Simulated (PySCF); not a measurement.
A structure optimised at PBE0-D3(BJ)/def2-SVP, used in a PySCF frequency run:

```
Si
O 1 1.6488
H 2 0.9619 1 115.48
O 1 1.6497 2 115.35 3 -83.24
H 4 0.9636 1 113.66 2 -68.49
N 1 1.7015 2 105.19 3 155.16
H 6 1.0131 1 120.12 2 176.98
H 6 1.0137 7 111.76 1 -146.82
Br 1 2.2330 2 107.48 3 30.59
```

Task: Write its SMILES and formula.

Result: N[Si](O)(O)Br, BrH4NO2Si

Task: What are its rotational constants (standard atomic weights)?

Result: 3.8323, 1.5165, 1.4890 GHz
